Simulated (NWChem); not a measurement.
# GeNH5O; SMILES [NH2][GeH2][OH]

```xyz
8

Ge    -0.3274     0.0214     0.0000
N      0.6379    -1.5170     0.0000
O      0.7991     1.4122     0.0000
H     -1.1832     0.0507     1.2808
H     -1.1832     0.0507    -1.2808
H      1.2125    -1.6596    -0.8261
H      1.2125    -1.6596     0.8261
H      0.3529     2.2657     0.0000
```
Atoms are numbered in this order, from 1.

Program: NWChem. Pople sets run with spherical d functions. STO-3G and 3-21G are far too small for this property and stand as cheap habits. The geometry was optimised at PBE0/def2-SVP. B3LYP is NWChem's, with the RPA form of VWN correlation. GIAO values for the isolated, static molecule; σ is the absolute isotropic shielding, δ = σ(reference) − σ with the isolated reference molecule computed at the same levels (1H: tetramethylsilane, 15N: ammonia, 17O: water).

| level | σ Ge1 (ppm) | δ N2 (ppm) | δ O3 (ppm) | δ H4 (ppm) | δ H6 (ppm) | δ H8 (ppm) |
|---|---|---|---|---|---|---|
| Hartree-Fock/STO-3G | ? | ? | ? | ? | ? | ? |
| PBE0/pcSseg-1 | 1335.4 | 21.5 | 31.3 | 5.24 | 0.68 | -0.15 |
| B3LYP/6-31G* | 1519.0 | 19.2 | 32.0 | 5.53 | 0.38 | -0.23 |

Task: Complete the blanks.

Result: 
- Hartree-Fock/STO-3G, σ Ge1 (ppm): 2292.2
- Hartree-Fock/STO-3G, δ N2 (ppm): -54.7
- Hartree-Fock/STO-3G, δ O3 (ppm): -108.3
- Hartree-Fock/STO-3G, δ H4 (ppm): 1.92
- Hartree-Fock/STO-3G, δ H6 (ppm): -1.57
- Hartree-Fock/STO-3G, δ H8 (ppm): -4.69
